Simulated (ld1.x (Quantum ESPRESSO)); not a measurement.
Transferability test, TM potential for Sn

tin (Sn), norm-conserving Troullier–Martins (Kleinman–Bylander form), made with ld1.x (Quantum ESPRESSO) 7.5 (PBE, scalar-relativistic). Core [Kr] 4d10, reference 5s2 5p1.75 (charge +0.25). Waves: 5s (bound): rc 2.15 bohr; 5p (bound): rc 2.40 bohr; 5d channel at 0.05 Ry: rc 2.00 bohr. Local part: the d channel. Core correction: Bessel-smoothed model core inside 1.20 bohr.

Energies are relative to the spin-unpolarised reference configuration 5s2 5p1.75; without spin polarisation the order of configurations can differ from experiment. Not all tests gave a result: 1 of 7 tests not solved or not reliable. Left out of the table: 5s1 5p0 (solver errors, printed error -283 meV). The frozen-core shift is the all-electron ΔE with the core orbitals held at their reference shape minus the fully relaxed ΔE.

```
valence configuration  charge  ΔE all-electron (eV)  error AE − PS (meV)  frozen-core shift (meV)
              5s2 5p2       0                -1.112                  0.0                     +0.1
              5s2 5p0      +2                19.715                  -53                      +68
            5s2 5p2.3    -0.3                -1.961                 -0.2                     +0.5
              5s0 5p4       0                13.074                  -67                      +55
```

Question: What are ΔE and the potential's error for 5s2 5p1?

Answer: ΔE = 5.762 eV all-electron; the error (AE − PS) is -6.0 meV.

Question: What are ΔE and the potential's error for 5s1 5p2?

Answer: ΔE = 13.412 eV all-electron; the error (AE − PS) is -36 meV.

Levels in the configuration 5s0 5p4:

| level | all-electron (eV) | pseudo (eV) |
| --- | --- | --- |
| 5p | -4.883 | -4.901 |

Note: ghost states, extra bound levels that the all-electron valence spectrum of the same l lacks: s at -505.2 eV, p at -248.4 eV. A true bound ghost makes a file unfit for plane-wave use.
